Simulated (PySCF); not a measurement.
Run record: geometry optimisation, `FC[SiH]1CC1`.

Computed with PBE0-D3(BJ)/def2-SVP geometry optimisation, gas phase (PySCF 2.14.0). Start geometry: GFN2-xTB. The input is one job of a driver script: a line of settings, then coordinates in Å.

Command:
```bash
OMP_NUM_THREADS=1 python probes_run.py task.json out
```

Input:
```
{"job": {"xc": "PBE0", "basis": "def2-SVP", "d3": "d3bj", "grid": 1, "shake": 0.01, "kind": "geom"}, "charge": 0, "multiplicity": 1}
F      1.683630     0.752460    -1.326910
C      1.864000     0.154470    -0.119730
Si     0.181110    -0.343070     0.665400
C     -1.214160    -0.691390    -0.474080
C     -1.323680     0.668210     0.232600
H      2.506850    -0.699250    -0.316470
H      2.436820     0.864420     0.501650
H      0.393190    -0.996940     1.951190
H     -1.119080    -0.651420    -1.523750
H     -2.007380    -1.412700    -0.177100
H     -1.244910     1.539500    -0.387500
H     -2.116690     0.787430     0.965670
```

**Question.** What does the run print?

**Answer.** 
```
step   0  E = -507.19973372  max force = 0.030730
step   1  E = -507.20375012  max force = 0.011716
step   2  E = -507.20460371  max force = 0.003405
step   3  E = -507.20487829  max force = 0.002791
step   4  E = -507.20499659  max force = 0.002500
step   5  E = -507.20503524  max force = 0.001188
step   6  E = -507.20505495  max force = 0.000708
step   7  E = -507.20506896  max force = 0.000950
step   8  E = -507.20507846  max force = 0.000656
step   9  E = -507.20508247  max force = 0.000417
optimisation converged
```

Energies in Eh; «max force» is the largest Cartesian gradient component in Eh/bohr.

**Question.** Give the first gradient maximum in eV/Å.

**Answer.** With 1 Eh/bohr = 51.422 eV/Å, 1.580 eV/Å.

In short: final energy -507.20508 Eh after 9 steps; dipole 1.45 D.

**Question.** Where do the atoms end?

**Answer.** 0.055 Å rms from the input after alignment:
```
atom  x, y, z in Å
F1     1.3217    1.2341   -1.2710
C2     1.7189    0.6862   -0.0686
Si3    0.2630   -0.2843    0.6680
C4    -0.9643   -0.9974   -0.5216
C5    -1.4495    0.2664    0.2236
H6     2.5893    0.0282   -0.2424
H7     2.0499    1.4960    0.6059
H8     0.5532   -0.9348    1.9722
H9    -0.7645   -0.8750   -1.5923
H10   -1.4819   -1.9359   -0.2948
H11   -1.5624    1.1723   -0.3822
H12   -2.2673    0.1299    0.9396
```

Hardware: one thread, Intel Xeon 6975P-C (x86_64), shared host with 192 logical CPUs at a one-minute load of 39. Cost: 26 s of wall time, 0.46 GiB resident at most.
Labels such as C1 count atoms from 1, the log's own numbers from 0.
